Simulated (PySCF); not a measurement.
Computed shifts of a molecule C₃H₇BN₂, PBE/pcSseg-1 in PySCF, GIAO, gas phase, equivalent atoms averaged, in ppm (number of nuclei): ¹³C: 162.4 (1), 120.2 (1), 62.4 (1). ¹⁵N: 98.8 (1), 63.6 (1). ¹H: 5.90 (1), 5.79 (1), 4.57 (2), 3.17 (1), 2.73 (1), 2.52 (1). References: ¹³C against TMS (σ = 182.0 ppm); ¹⁵N against NH3 (σ = 267.0 ppm); ¹¹B against BF3 (σ = 83.9 ppm); ¹H against TMS (σ = 31.49 ppm), references at their B3LYP-D3(BJ)/def2-TZVP geometries, non-relativistic. Coordinates come from a PBE-D3(BJ)/def2-SVP optimisation. Other conformers were not sampled.

**Question.** Which molecule gave these data?
A. CC1=NCB1N
B. NB1C=NCC1
C. C=C1CNB1N
D. CC#CB(N)N

**Answer.** C, C=C1CNB1N
